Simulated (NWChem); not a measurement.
System: SeICl; SMILES [Se](Cl)I

Input file for NWChem:

```
start job
memory heap 200 mb stack 900 mb global 1100 mb
geometry units angstroms noautoz
  Se     0.748566    -0.994633     0.000000
  Cl    -1.077215    -2.185439     0.000000
  I     -0.127650     1.364597     0.000000
end
basis spherical
  Se library def2-svp
  Cl library def2-svp
  I library def2-svp
end
ecp
  I library def2-ecp
end
dft
  xc xpbe96 cpbe96
  iterations 150
  mulliken
end
task dft energy
```

Excerpt of the output:

```
             Northwest Computational Chemistry Package (NWChem) 7.3.0
             --------------------------------------------------------

 CS  symmetry detected

                             Geometry "geometry" -> ""
                             -------------------------

 Output coordinates in angstroms (scale by  1.889725989 to convert to a.u.)

  No.       Tag          Charge          X              Y              Z
 ---- ---------------- ---------- -------------- -------------- --------------
    1 Se                  34.0000     0.74770456    -1.00562749     0.00000000
    2 Cl                  17.0000    -1.07484451    -2.20137416     0.00000000
    3 I                   53.0000    -0.13489808     1.35122067     0.00000000

 Effective nuclear repulsion energy (a.u.)     648.9639685073

      Symmetry information
      --------------------

 Group name             Cs
 Group number              2
 Group order               2
 No. of unique centers     3

 Summary of "ao basis" -> "ao basis" (spherical)
 ------------------------------------------------------------------------------
       Tag                 Description            Shells   Functions and Types
 ---------------- ------------------------------  ------  ---------------------
 Se                         def2-svp                12       32   5s4p3d
 Cl                         def2-svp                 8       18   4s3p1d
 I                          def2-svp                10       26   4s4p2d

      Symmetry analysis of basis
      --------------------------

        a'         53
        a"         23

            General Information
            -------------------
          SCF calculation type: DFT
          Wavefunction type:  closed shell.
          No. of atoms     :     3
          No. of electrons :    76
           Alpha electrons :    38
            Beta electrons :    38
          Charge           :     0
          Spin multiplicity:     1
          Use of symmetry is: on ; symmetry adaption is: on
          Maximum number of iterations: 150
          AO basis - number of functions:    76
                     number of shells:    30
          Convergence on energy requested:  1.00D-06
          Convergence on density requested:  1.00D-05
          Convergence on gradient requested:  5.00D-04

              XC Information
              --------------
          PerdewBurkeErnzerhof Exchange Functional  1.000
            Perdew 1991 LDA Correlation Functional  1.000 local
           PerdewBurkeErnz. Correlation Functional  1.000 non-local

             Grid Information
             ----------------
          Grid used for XC integration:  medium
          Radial quadrature: Mura-Knowles
          Angular quadrature: Lebedev.
          Tag              B.-S. Rad. Rad. Pts. Rad. Cut. Ang. Pts.
          ---              ---------- --------- --------- ---------
          Se                  1.15      112           8.0       590
          Cl                  1.00       88          10.0       590
          I                   1.40      123          10.0       590
          Grid pruning is: on
          Number of quadrature shells:   323
          Spatial weights used:  Erf1

      Superposition of Atomic Density Guess
      -------------------------------------

 Sum of atomic energies:       -3205.96242431

      Non-variational initial energy
      ------------------------------

 Total energy =   -3155.720401
 1-e energy   =   -5255.505237
 2-e energy   =    1719.539412
 HOMO         =      -0.220155
 LUMO         =      -0.074405

      Symmetry analysis of molecular orbitals - initial
      -------------------------------------------------

  Numbering of irreducible representations:

     1 a'          2 a"

  Orbital symmetries:

     1 a'          2 a'          3 a'          4 a'          5 a'
     6 a"          7 a'          8 a'          9 a'         10 a'
    11 a"         12 a'         13 a'         14 a'         15 a"
    16 a'         17 a'         18 a"         19 a'         20 a'
    21 a"         22 a'         23 a"         24 a'         25 a'
    26 a"         27 a'         28 a"         29 a'         30 a'
    31 a'         32 a'         33 a'         34 a"         35 a'
    36 a"         37 a'         38 a"         39 a'         40 a'
    41 a'         42 a'         43 a'         44 a"         45 a'
    46 a'         47 a"         48 a"

     ---------------------------------------------
      Total Density - Mulliken Population Analysis
     ---------------------------------------------

    Atom       Charge   Shell Charges
 -----------   ------   -------------------------------------------------------
    1 Se  34    33.59   2.00  2.00  2.00  1.36  0.55  6.00  5.98  1.53  2.10  8.20  1.75  0.12
    2 Cl  17    17.29   2.00  1.99  1.23  0.72  5.94  2.09  3.30  0.02
    3 I   25    25.12   1.83  0.22  1.24  0.67  2.93  3.12  2.53  2.55  9.83  0.20

   convergence    iter        energy       DeltaE   RMS-Dens  Diis-err
 ---------------- ----- ----------------- --------- --------- ---------
 d= 0,ls=0.0,diis     1  -3158.4088595746 -3.54D+03  2.09D-02  5.34D-01
 d= 0,ls=0.0,diis     2  -3158.3083282401  1.01D-01  1.63D-02  9.36D-01
 d= 0,ls=0.0,diis     3  -3158.4439887796 -1.36D-01  5.96D-03  1.90D-01
 d= 0,ls=0.0,diis     4  -3158.4706698789 -2.67D-02  1.77D-03  9.27D-03
 d= 0,ls=0.0,diis     5  -3158.4717317187 -1.06D-03  9.01D-04  1.40D-03
  Resetting Diis
 d= 0,ls=0.0,diis     6  -3158.4719423330 -2.11D-04  3.30D-04  3.48D-04
 d= 0,ls=0.0,diis     7  -3158.4720127257 -7.04D-05  1.43D-04  1.33D-05
 d= 0,ls=0.0,diis     8  -3158.4720046907  8.04D-06  9.92D-05  5.93D-05
 d= 0,ls=0.0,diis     9  -3158.4720150528 -1.04D-05  1.23D-05  1.14D-06
 d= 0,ls=0.0,diis    10  -3158.4720151658 -1.13D-07  4.58D-06  4.84D-08

[...]
```

Level: PBE/def2-SVP with def2 effective core potentials on I. The geometry was optimised at PBE0/def2-SVP. def2 effective core potentials on I; no spin-orbit coupling.
